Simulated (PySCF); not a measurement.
## SeOI₂, singlet: computed properties

Method: B3LYP/[Se def2-SVP, O def2-SVP, I def2-SVP with ECP28], scalar-relativistic core potentials, density fitting, no spin–orbit coupling, PySCF.

The structure is a minimum.

```xyz
4
charge 0 multiplicity 1, angstrom
Se   -0.0001   -1.1994    0.0000
O     1.4646   -1.8847    0.0000
I    -0.0925    0.4967   -2.0577
I    -0.0925    0.4967    2.0577
```

* Point group: Cs
* Bond lengths: Se–I 2.668 Å (×2), Se–O 1.617 Å
* Bond angles: I–Se–I 100.9°, I–Se–O 107.5° (×2)
* Heat capacity Cp at 298.15 K: 74.1 J/(mol K)
* Enthalpy at 298.15 K above 0 K: 18.15 kJ/mol
* Lowest empty level: -4.12 eV
* Principal quadrupole moments (Buckingham, traceless) about the centre of mass: -8.52, 3.14, 5.38 D Å
* Entropy at 298.15 K and 1 bar: 368.6 J/(mol K)
* Principal polarisabilities: 47.6, 84.7, 139.1 bohr³
* Rotational symmetry number: 1
* Highest occupied level: -7.52 eV
* Rotational constants: 0.06223, 0.01537, 0.01274 cm⁻¹
* Dipole moment: 2.01 D
* Zero-point energy: 10.9 kJ/mol
* Atomisation energy without zero-point energy: 682 kJ/mol

Harmonic modes (masses in u: Se 79.917, O 15.995, I 126.904):
| symmetry | ω (cm⁻¹) | IR (km/mol) | μ (u) | type |
| --- | --- | --- | --- | --- |
| a' | 63 | 0.0 | 100.87 | bend |
| a'' | 151 | 8.6 | 27.35 | mixed |
| a' | 168 | 1.4 | 31.96 | mixed |
| a' | 227 | 14.7 | 36.80 | bend |
| a'' | 231 | 48.8 | 32.66 | bend |
| a' | 974 | 91.9 | 18.44 | stretch |

Charges (e):
```tsv
atom	Mulliken	Löwdin	polar tensor	Mayer order to Se1
Se1	0.58	0.56	1.22	–
O2	-0.42	-0.39	-0.49	1.66
I3,4	-0.08	-0.08	-0.37	0.86
```

Mulliken populations on Se1: s 7.89, p 15.23, d 10.29.

Outer orbital energies (eV). occupied: -12.09, -11.64, -8.81, -8.43, -7.97, -7.71, -7.66, -7.52; empty: -4.12, -3.48, -0.74, 5.50.

Counting electrons, selenium keeps 2 of its valence electrons outside its bonds, so the VSEPR class is AX3E1 and the expected shape is trigonal pyramidal; with unlike ligands the computed point group is Cs.

Only a few start shapes were tried, so a lower isomer may exist.

The final relaxation and frequency run took 2.1 min on 2 threads of a shared Arm Neoverse N1 host, with 98 basis functions and 16 gradients; the process peaked at 1.2 GiB. Launch command: `OMP_NUM_THREADS=2 python axn.py task.json out`.
